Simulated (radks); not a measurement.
Isoelectronic series with 52 electrons, each ion in its NIST ground configuration. All-electron calculation, Dirac Kohn-Sham, BLYP, spin-unpolarised, spherical densities, finite nucleus; open shells fill j = l - 1/2 first; Fermi nuclear charge, rms radius of each element as measured or else 0.836 A^(1/3) + 0.57 fm. Program: a radial shooting solver on a logarithmic mesh with Libxc functionals. Total energies (hartree) and mean radii <r> (bohr) (* marks an orbital that is empty in some or all of the ions):

ion            configuration  E (hartree)  5p3/2*  5p1/2*  5s1/2*
Te         [Kr] 4d10 5s2 5p4  -6797.27049   2.738   2.598   2.084
Cs3+       [Kr] 4d10 5s2 5p4   -7788.4747   1.945   1.874   1.672
Ce6+       [Kr] 4d10 5s2 5p4   -8857.5088   1.586   1.531   1.416
Pm9+   [Kr] 4d10 4f3 5s2 5p1  -10006.1734   1.414   1.364   1.279
Gd12+      [Kr] 4d10 4f4 5s2  -11238.2653   1.253   1.207   1.145
Ho15+      [Kr] 4d10 4f4 5s2  -12554.1164   1.118   1.074   1.029
Yb18+          [Kr] 4d10 4f6  -13957.3712   1.030  0.9870  0.9508
Ta21+          [Kr] 4d10 4f6  -15448.6994  0.9407  0.8987  0.8708
Os24+          [Kr] 4d10 4f6  -17030.7652  0.8663  0.8247  0.8030
Au27+          [Kr] 4d10 4f6  -18706.5695  0.8031  0.7617  0.7446
Pb30+          [Kr] 4d10 4f6  -20479.3498  0.7488  0.7073  0.6938
